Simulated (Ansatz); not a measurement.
`O[SiH](O)[SiH](O)F` at its PBE0-D4/def2-TZVP geometry, where that method's forces vanish. Charge 0, multiplicity 1.

```tsv
atom	x (Å)	y (Å)	z (Å)
O1	1.536	0.327	1.587
Si2	0.244	0.750	0.660
O3	0.679	1.388	-0.805
Si4	-1.026	-1.072	-0.123
O5	-0.491	-1.392	-1.638
F6	-2.571	-0.648	-0.136
H7	2.095	-0.391	1.286
H8	-0.456	1.763	1.487
H9	1.099	2.251	-0.825
H10	-0.948	-2.346	0.629
H11	-0.161	-0.630	-2.123
```

Problem. For each bond, give half the difference of the two atoms' forces along it (eV/Å; positive pushes the atoms apart) under PBE-D4, r2SCAN-D4, B3LYP-D4, ωB97M-V in def2-TZVPP. (An estimate is asked.)

Solution. Computed: 
| bond | length (Å) | PBE-D4 | r2SCAN-D4 | B3LYP-D4 | ωB97M-V |
| --- | --- | --- | --- | --- | --- |
| O1–Si2 | 1.645 | 0.30 | 0.07 | 0.13 | 0.14 |
| O1–H7 | 0.959 | 0.33 | 0.01 | -0.02 | -0.06 |
| Si2–O3 | 1.656 | 0.26 | 0.05 | 0.13 | 0.12 |
| Si2–Si4 | 2.354 | -0.32 | -0.06 | -0.02 | -0.11 |
| Si2–H8 | 1.484 | 0.02 | -0.03 | -0.15 | -0.17 |
| O3–H9 | 0.959 | 0.33 | 0.02 | -0.03 | -0.06 |
| Si4–O5 | 1.638 | 0.32 | 0.09 | 0.13 | 0.11 |
| Si4–F6 | 1.603 | 0.49 | 0.05 | 0.18 | 0.16 |
| Si4–H10 | 1.481 | 0.02 | -0.03 | -0.16 | -0.18 |
| O5–H11 | 0.962 | 0.33 | 0.00 | -0.03 | -0.07 |

B3LYP here is the variant with VWN-RPA as its local correlation; programs differ in this.
